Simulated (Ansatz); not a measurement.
BGe₂H₇, SMILES [GeH3][BH][GeH3].

Coordinates come from a B3LYP-D3(BJ)/def2-SVP optimisation. This is a generated structure with no PubChem entry under its InChIKey; it may be hypothetical.

Two levels are set side by side: PBE/def2-SVPD (Ansatz, a quantum-chemistry and plane-wave program) and PBE0/def2-SVPD (Ansatz). Energy differences of separate SCF runs at the same geometry; the states with an electron removed or added have multiplicity 2 and 2. Differences are taken from unrounded values.

```json
[
 {"quantity": "vertical ionisation energy (eV)", "PBE": "9.58"},
 {"quantity": "vertical electron affinity (eV)", "PBE": "1.18"},
 {"quantity": "vertical singlet–triplet gap (eV)", "PBE": "2.65"}
]
```

**Question.** These are the PBE values. What does PBE0 give? (The exact figures need the calculation; the answer reports its results.)

**Answer.** 
| quantity | PBE0 | PBE minus PBE0 |
|---|---|---|
| vertical ionisation energy (eV) | 9.80 | -0.22 |
| vertical electron affinity (eV) | 1.17 | 0.01 |
| vertical singlet–triplet gap (eV) | 2.77 | -0.12 |
